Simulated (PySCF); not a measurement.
Magnetic shielding above rings: a mixed set.

NICS = −σ at a ghost point: NICS(0) at the centroid of the ring atoms, NICS(1) 1 Å to either side along the normal of their mean plane, zz for the tensor component along that normal. Level: GIAO PBE0/pcSseg-1 (PySCF, non-relativistic, gas phase) on the GFN2-xTB geometries, one conformer each. Atom numbers follow the mapped SMILES.

Question: Order these rings by mean NICS(1)zz, lowest (most negative) first (ppm).
A. ring C5–C6–N7–N8–N10 in `[F:1][C:2]([F:3])([F:4])[c:5]1[cH:6][n:7][n:8]([SiH3:9])[n:10]1`
B. ring C2–C3–O4–C5–C6–Si8 in `[CH3:1][C@@H:2]1[CH2:3][O:4][CH2:5][C@@H:6]([F:7])[SiH2:8]1`
C. ring C6–N7–C8–C9–O10 in `[SiH3:1][CH2:2][SiH2:3][CH2:4][CH2:5][c:6]1[n:7][cH:8][cH:9][o:10]1`
D. ring C4–C5–C6–C7–O9 in `[CH3:1][C:2]#[C:3][c:4]1[cH:5][cH:6][c:7]([OH:8])[o:9]1`
E. ring C2–C3–C4 in `[CH2:1]=[C:2]1[CH2:3][C@:4]1([C:5]#[C:6][CH3:7])[CH2:8][CH2:9][CH3:10]`
F. ring C3–O4–C5–C6–P7 in `[CH:1]#[C:2][c:3]1[o:4][cH:5][cH:6][p:7]1`
G. ring C3–N4–C5–N6–C7 in `[N:1]#[C:2][c:3]1[nH:4][cH:5][n:6][c:7]1[Cl:8]`

Answer: A (-34.4), C (-29.5), G (-27.4), F (-25.7), D (-20.8), E (-18.5), B (3.0).

```
                     SMILES                                                     ring  NICS(0)  NICS(1)  NICS(1)zz  HOMA  rms pucker (Å)  ring atoms with four or more neighbours
    FC(F)(F)c1cnn([SiH3])n1      5-membered ring with 3 N; formal bonds all aromatic    -13.7    -13.8      -34.4  0.97            0.00                                        0
     [SiH3]C[SiH2]CCc1ncco1  5-membered ring with N and O; formal bonds all aromatic    -11.3    -10.4      -29.5  0.46            0.00                                        0
            N#Cc1[nH]cnc1Cl      5-membered ring with 2 N; formal bonds all aromatic    -13.9    -10.8      -27.4  0.94            0.00                                        0
                 C#Cc1occp1  5-membered ring with O and P; formal bonds all aromatic    -12.0    -11.1      -25.7  0.46            0.00                                        0
             CC#Cc1ccc(O)o1        5-membered ring with O; formal bonds all aromatic    -11.8     -8.8      -20.8  0.35            0.00                                        0
        C=C1C[C@]1(C#CC)CCC           3-membered carbocycle; formal bonds all single    -30.9     -7.8      -18.5     –            0.00                                        2
C[C@@H]1COC[C@@H](F)[SiH2]1   6-membered ring with O and Si; formal bonds all single     -1.4     -1.6        3.0     –            0.23                                        5
```

NICS(0) gives another order. The isotropic NICS(1) gives another order. Over the 5 rings with a HOMA value its correlation coefficient with NICS(1)zz is -0.70. HOMA uses Krygowski's 1993 parameters; it is left out where a ring has a four-coordinate atom, a triple bond, no multiple bond or a kind of bond without parameters. NICS(1) and NICS(1)zz are means over the two faces.
